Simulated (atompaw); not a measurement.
## Varying the PAW (atompaw) potential for antimony

Base potential:

Sb (Z = 51), PAW, made with atompaw 4.2.0.5 (PBE, scalar-relativistic). Core [Kr], reference 4d10 5s1.5 5p3.5. Waves: 5s (bound): rc 2.45 bohr; 5s channel at 0.25 Ry: rc 2.45 bohr; 5p (bound): rc 2.45 bohr; 5p channel at 0.85 Ry: rc 2.45 bohr; 4d (bound): rc 2.45 bohr; 4d channel at -0.9 Ry: rc 2.45 bohr. Local part: ultrasoft scheme with l = 3 at 0 Ry, radius 2.05 bohr. Core correction: smooth core density matched at 1.55 bohr. Augmentation charge: besselshape compensation charge, radius 2.30 bohr; PAW radius 2.45 bohr; waves and projectors: custom rrkj vanderbiltortho.

All-electron outer shells of the reference configuration (PBE, scalar-relativistic, ld1.x):

```json
{"shell": "4s", "level (eV)": "-149.58", "outermost node (bohr)": "0.39", "outermost maximum (bohr)": "0.73"}
{"shell": "4p", "level (eV)": "-102.53", "outermost node (bohr)": "0.39", "outermost maximum (bohr)": "0.76"}
{"shell": "4d", "level (eV)": "-34.22", "outermost node (bohr)": "0.38", "outermost maximum (bohr)": "0.84"}
{"shell": "5s", "level (eV)": "-13.24", "outermost node (bohr)": "0.95", "outermost maximum (bohr)": "1.88"}
{"shell": "5p", "level (eV)": "-5.12", "outermost node (bohr)": "1.04", "outermost maximum (bohr)": "2.32"}
```

Cutoffs, loose and tight: the cutoffs (Ry, on a coarse ladder) from which the occupation-weighted sum of valence levels, in a spherical-Bessel basis at the reference potential, stays within 10 and 1 mRy of its value at 400 Ry. They see the waves, projectors and local potential, not the compensation charge or the core. A dash means not determined.

A true bound ghost makes a file unfit for plane-wave use even where its test errors are small: the radial tests pick states by their node count and pass the ghost by.

| change | outcome | cutoff, loose | cutoff, tight | bound ghosts |
| --- | --- | --- | --- | --- |
| base | generated | 18 Ry | 30 Ry | none |
| local potential ultrasoft scheme with l = 3 at 0 Ry, radius 1.64 bohr | generated | 18 Ry | 30 Ry | s |
| wave 5s channel at 0.25 Ry: rc 2.45 bohr becomes 5s channel at 0.25 Ry: rc 2.00 bohr | generated | 18 Ry | 30 Ry | s |
| wave 5s channel at 0.25 Ry: rc 2.45 bohr becomes 5s channel at 0.25 Ry: rc 2.42 bohr | generated | 18 Ry | 30 Ry | none |
| augmentation sinc compensation charge, radius 2.30 bohr; PAW radius 2.45 bohr; waves and projectors: custom rrkj vanderbiltortho | generated | 18 Ry | 30 Ry | none |
| core correction smooth core density matched at 1.32 bohr | generated | 18 Ry | 30 Ry | none |
| local potential troulliermartins scheme with l = 3 at 0 Ry, radius 2.05 bohr | generated | 18 Ry | 30 Ry | s |
| reference 4d10 5s2 5p3 | generated | 18 Ry | 30 Ry | none |
| augmentation besselshape compensation charge, radius 1.22 bohr; PAW radius 2.45 bohr; waves and projectors: custom rrkj vanderbiltortho | generated | 18 Ry | 30 Ry | none |

(1) What comes out with this change to the base: core [Ar] 3d10, valence charge 23; reference 4s2 4p6 4d10 5s1.5 5p3.5; waves now 4s (bound): rc 0.95 bohr; 5s (bound): rc 1.35 bohr; 4p (bound): rc 1.15 bohr; 5p (bound): rc 1.35 bohr; 4d (bound): rc 1.35 bohr; 4d channel at 2.05 Ry: rc 1.35 bohr; local potential ultrasoft scheme with l = 3 at 0 Ry, radius 1.20 bohr; core correction smooth core density matched at 1.15 bohr; augmentation besselshape compensation charge, radius 1.20 bohr; PAW radius 1.35 bohr; waves and projectors: custom rrkj vanderbiltortho?

(2) What comes out with this change to the base: waves 5s (bound); 5s channel at 0.25 Ry; 5p (bound); 5p channel at 0.85 Ry; 4d (bound); 4d channel at -0.9 Ry; augmentation besselshape compensation charge, radius 2.30 bohr; PAW radius 2.45 bohr; waves and projectors: bloechl?

Answers

(1) outcome: generated; cutoff, loose: 100 Ry; cutoff, tight: 180 Ry; bound ghosts: s.

(2) outcome: generated; cutoff, loose: 45 Ry; cutoff, tight: 60 Ry; bound ghosts: s.
